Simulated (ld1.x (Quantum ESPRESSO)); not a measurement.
Before and after: PAW potential for cobalt (Co)

- Element: Co
- Generator: ld1.x (Quantum ESPRESSO) 7.5
- Type: PAW
- Functional: LDA (PZ)
- Relativity: scalar-relativistic
- Frozen core: [Ar]
- Valence charge: 9
- Reference configuration: 3d7 4s1.75 4p0 (charge +0.25)
- Partial waves: 4s (bound): rcut 1.45, rcutus 2.00 bohr; 4s channel at 0.95 Ry: rcut 1.45, rcutus 2.00 bohr; 4p (bound, empty): rcut 1.80, rcutus 2.35 bohr; 4p channel at 1 Ry: rcut 1.80, rcutus 2.35 bohr; 3d (bound): rcut 0.75, rcutus 0.95 bohr; 3d channel at -0.1 Ry: rcut 0.75, rcutus 0.95 bohr
- Local potential: all-electron potential smoothed inside 0.95 bohr (lloc = -1)
- Core correction: Bessel-smoothed model core, default radius (core density twice the valence density)
- Augmentation charge: BG, radius 0.65 bohr

Change: all radii but the core radius scaled by about 1.18 (s 2.36, p 2.78, d 1.12 bohr, rcut 1.72/2.12/0.88); local potential all-electron potential smoothed inside 1.12 bohr (lloc = -1); augmentation BG, radius 0.76 bohr.

Cutoffs: the cutoffs (Ry, on a coarse ladder) from which the occupation-weighted sum of valence levels, in a spherical-Bessel basis at the reference potential, stays within 10 and 1 mRy of its value at 400 Ry; they do not see the model core or the augmentation charge, which bear on the density cutoff. Errors are all-electron minus pseudo energies relative to the spin-unpolarised reference configuration.

**Question.** How do hardness, ghosts and transferability respond?

**Answer.** The potential gets softer (120 Ry and 200 Ry → 90 Ry and 160 Ry); the bound ghosts move from p, s to s; of the 9 tests that both files solve, the error grows in 1 and shrinks in 2 by more than 15 % and 0.3 meV (median size 8.9 → 16.0 meV). A larger radius leaves more room for a smooth pseudo-wave, so fewer plane waves are needed.

```tsv
quantity	base	changed
cutoff, loose	120 Ry	90 Ry
cutoff, tight	200 Ry	160 Ry
loose cutoff by channel (10 mRy a level)	s 6 Ry, d 100 Ry	s 6 Ry, d 80 Ry
bound ghosts	s, p	s
error for 3d7 4s2 4p0, meV [ΔE -1.64 eV]	+0.4	+0.6
error for 3d7 4s1 4p0, meV [ΔE 7.66 eV]	-1.4	-0.8
error for 3d7 4s0 4p0, meV [ΔE 24.74 eV]	-1.8	+16
error for 3d8 4s1 4p0, meV [ΔE -2.88 eV]	-56	-50
error for 3d8 4s0 4p0, meV [ΔE 5.07 eV]	-82	-50
error for 3d7.5 4s1.5 4p0, meV [ΔE -2.62 eV]	-17	-17
error for 3d5 4s0 4p0, meV [ΔE 116.58 eV]	-1426	-1463
error for 3d7 4s1.75 4p0 (spin-polarised), meV [ΔE -2.07 eV]	-8.6	-8.1
error for 3d7 4s2 4p0 (spin-polarised), meV [ΔE -3.62 eV]	-8.9	-8.6
lowest overlap eigenvalue by channel	s 0.31, p 0.44, d 0.96	s 0.18, p 0.41, d 0.90
```

Base: ld1.x warns that Blöchl-style (BG) augmentation functions are not a good idea. Changed file: These tests converged, but a pseudo level misses the all-electron one widely, so the file describes the atom poorly there or has found another state: 3d5 4s0 4p0: empty 4p by 4.3 eV (a node warning on the way). ld1.x warns that Blöchl-style (BG) augmentation functions are not a good idea. A true bound ghost makes a file unfit for plane-wave use even where its test errors are small: the radial tests pick states by their node count and pass the ghost by.
